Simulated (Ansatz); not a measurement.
Relaxation of a periodic cell of 63 atoms, Si$_{62}$P (host Si, host structure diamond, dopant P, one Si atom removed), cell charge +2, to a largest force component of 0.03 eV/Å in at most 60 steps.

The calculation used Ansatz 0.2.0, DFT PBE-D3(BJ), scalar-relativistic, plane waves, PAW. Settings: PAW set soft_1, cutoff 420 eV, k mesh 1x1x1, gaussian smearing 0.02 eV, spin collinear.

```xyz
63
Lattice="10.8600 0.0000 0.0000 0.0000 10.8600 0.0000 0.0000 0.0000 10.8600" Properties=species:S:1:pos:R:3
Si 5.430 0.000 0.000
Si 6.787 1.357 1.357
Si 8.145 2.715 0.000
Si 9.502 4.072 1.357
Si 8.145 0.000 2.715
Si 9.502 1.357 4.072
Si 0.000 0.000 0.000
Si 1.357 1.357 1.357
Si 2.715 2.715 0.000
Si 4.072 4.072 1.357
Si 5.430 5.430 0.000
Si 6.787 6.787 1.357
Si 8.145 8.145 0.000
Si 9.502 9.502 1.357
Si 2.715 0.000 2.715
Si 4.072 1.357 4.072
Si 5.430 2.715 2.715
Si 6.787 4.072 4.072
Si 8.145 5.430 2.715
Si 9.502 6.787 4.072
Si 5.430 0.000 5.430
Si 6.787 1.357 6.787
Si 8.145 2.715 5.430
Si 9.502 4.072 6.787
Si 8.145 0.000 8.145
Si 9.502 1.357 9.502
Si 0.000 5.430 0.000
P 1.357 6.787 1.357
Si 4.072 9.502 1.357
Si 0.000 2.715 2.715
Si 1.357 4.072 4.072
Si 2.715 5.430 2.715
Si 4.072 6.787 4.072
Si 5.430 8.145 2.715
Si 6.787 9.502 4.072
Si 0.000 0.000 5.430
Si 1.357 1.357 6.787
Si 2.715 2.715 5.430
Si 4.072 4.072 6.787
Si 5.430 5.430 5.430
Si 6.787 6.787 6.787
Si 8.145 8.145 5.430
Si 9.502 9.502 6.787
Si 2.715 0.000 8.145
Si 4.072 1.357 9.502
Si 5.430 2.715 8.145
Si 6.787 4.072 9.502
Si 8.145 5.430 8.145
Si 9.502 6.787 9.502
Si 0.000 8.145 2.715
Si 1.357 9.502 4.072
Si 0.000 5.430 5.430
Si 1.357 6.787 6.787
Si 2.715 8.145 5.430
Si 4.072 9.502 6.787
Si 0.000 2.715 8.145
Si 1.357 4.072 9.502
Si 2.715 5.430 8.145
Si 4.072 6.787 9.502
Si 5.430 8.145 8.145
Si 6.787 9.502 9.502
Si 0.000 8.145 8.145
Si 1.357 9.502 9.502
```

**Question.** Where does it end, and by what steps?

**Answer.** The forces met the threshold. Limits of this set-up: coarse k mesh, charged cell in a uniform background, uncorrected. After 3 steps the energy has fallen by 0.181 eV; Si27 moved furthest, 0.08 Å.

| step | energy less start (eV) | largest force component (eV/Å) | accepted |
| --- | --- | --- | --- |
| 0 | 0.0000 | 0.388 | yes |
| 1 | -0.1621 | 0.122 | yes |
| 2 | -0.1793 | 0.039 | yes |
| 3 | -0.1812 | 0.022 | yes |

```xyz
63
Lattice="10.8600 0.0000 0.0000 0.0000 10.8600 0.0000 0.0000 0.0000 10.8600" Properties=species:S:1:pos:R:3
Si 5.436 0.006 -0.041
Si 6.781 1.351 1.370
Si 8.142 2.712 -0.001
Si 9.486 4.056 1.393
Si 8.159 -0.019 2.701
Si 9.492 1.337 4.083
Si 0.048 -0.042 0.014
Si 1.355 1.357 1.360
Si 2.716 2.714 -0.001
Si 4.031 4.096 1.355
Si 5.388 5.478 0.014
Si 6.787 6.785 1.360
Si 8.144 8.146 -0.001
Si 9.526 9.461 1.355
Si 2.701 -0.042 2.667
Si 4.075 1.345 4.048
Si 5.411 2.729 2.701
Si 6.767 4.062 4.083
Si 8.125 5.418 2.727
Si 9.486 6.752 4.089
Si 5.440 0.010 5.406
Si 6.790 1.360 6.785
Si 8.144 2.714 5.431
Si 9.492 4.062 6.808
Si 8.169 0.010 8.135
Si 9.527 1.345 9.500
Si 0.015 5.445 0.082
P 1.372 6.802 1.343
Si 4.071 9.501 1.277
Si -0.012 2.695 2.727
Si 1.322 4.056 4.089
Si 2.633 5.445 2.700
Si 4.031 6.790 4.049
Si 5.388 8.131 2.667
Si 6.775 9.505 4.048
Si 0.014 -0.019 5.416
Si 1.345 1.351 6.794
Si 2.716 2.712 5.433
Si 4.075 4.097 6.800
Si 5.411 5.444 5.416
Si 6.781 6.775 6.794
Si 8.142 8.146 5.433
Si 9.527 9.505 6.800
Si 2.756 0.006 8.139
Si 4.083 1.384 9.492
Si 5.440 2.739 8.135
Si 6.775 4.097 9.500
Si 8.159 5.444 8.164
Si 9.526 6.790 9.544
Si 0.015 8.063 2.700
Si 1.360 9.461 4.049
Si -0.012 5.418 5.450
Si 1.355 6.785 6.788
Si 2.716 8.146 5.431
Si 4.083 9.513 6.761
Si 0.014 2.729 8.164
Si 1.360 4.096 9.544
Si 2.701 5.478 8.187
Si 4.071 6.868 9.504
Si 5.436 8.186 8.139
Si 6.814 9.513 9.492
Si 0.048 8.131 8.187
Si 1.438 9.501 9.504
```

Run time: 47 s on 4 threads of Arm Neoverse V1 (shared host), peak memory 1.6 GiB.
